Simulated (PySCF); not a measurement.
methanol (CH4O), singlet, geometry from GFN2-xTB, with bond 5-1 at 1.6 times its length. Base run: B3LYP/6-31G (PySCF).

Here is a job for PySCF.
```python
from pyscf import gto, scf, dft

mol = gto.Mole()
mol.atom = '''
    C    -0.05774864    0.65750333    0.00623833
    O    -0.03498085   -0.74857812   -0.00758921
    H    -1.10610419    0.95010140    0.00407242
    H     0.88017380   -1.04794998   -0.00613415
    H     0.70957002    1.30451931    1.44319094
    H     0.43044352    1.07956523   -0.87898825
'''
mol.basis = '6-31g'
mol.verbose = 4
mol.build()

mf = dft.RKS(mol)
mf.xc = 'b3lyp'
mf.kernel()
mf.analyze()
```

Each row names what was changed in the base input (with any setting that the change needs).

| change | ΔE vs base (mEh) | SCF cycles | outcome |
|---|---|---|---|
| base | 0.000 | 9 | converged |
| init_guess = sap | 0.000 | 10 | converged |
| init_guess = 1e | 0.000 | 12 | converged |
| damp = 0.5; diis_start_cycle = 5 | 0.000 | 11 | converged |
| diis_space = 12 | 0.000 | 9 | converged |
| level_shift = 0.3 (with mf.max_cycle = 100) | 0.000 | 12 | converged |
| conv_tol = 1e-4 | 0.000 | 6 | converged |
| init_guess = mod_huckel | 0.000 | 10 | converged |
| diis_space = 20 | 0.000 | 9 | converged |
| diis = off; damp = 0.3 (with mf.diis_start_cycle = 200; with mf.max_cycle = 150) | - | 150 | not converged |
| level_shift = 1.0 (with mf.max_cycle = 100) | 0.000 | 29 | converged |
| conv_tol = 1e-11 | 0.000 | 10 | converged |
| diis_space = 2 | - | 50 | not converged |
